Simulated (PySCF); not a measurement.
A structure optimised at PBE-D3(BJ)/def2-TZVPD, used in a PySCF frequency run:

```
Mg
Cl 1 2.2274
```
Charge 0, spin multiplicity 2.

**Question.** Write its SMILES, formula and point group.

**Answer.** [Mg][Cl], ClMg, C∞v

**Question.** What are its rotational constants (standard atomic weights)?

**Answer.** 7.0645 GHz (linear rotor, B only)
